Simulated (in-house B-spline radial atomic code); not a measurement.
# Al⁴⁺: [He] 2s2 2p4 3s1 (an excited or competing configuration)

Level of theory: Dirac-Hartree-Fock, average of configuration, Fermi nucleus of rms radius 3.061 fm; calculated with a radial B-spline atomic code at the basis-set limit.

Z_r = [3n² - l(l+1)]/(2<r>); Z_e = n√(-2ε); the last column is Slater's effective charge. Values are occupation-weighted means over j.

```tsv
shell	electrons	ε (eV)	<r> (bohr)	Z_r	Z_e	Slater
1s	2	-1704	0.1197	12.54	11.19	12.70
2s	2	-217.11	0.5843	10.27	7.99	9.55
2p	4	-178.64	0.5401	9.26	7.25	9.55
3s	1	-59.602	1.746	7.73	6.28	5.90
```

The least bound orbital is 3s1/2 at -59.6 eV, and it is also the most diffuse (<r> = 1.746 bohr).

Spin-orbit splittings of the orbital energies (j = l + 1/2 above j = l - 1/2 when positive): 2p 0.5333 eV.

For the 1s electron the small component carries 0.212 % of the norm, the zero-frequency Breit interaction raises the level by 0.8682 eV, self-energy by 0.3693 eV, and vacuum polarisation lowers it by 0.02216 eV.
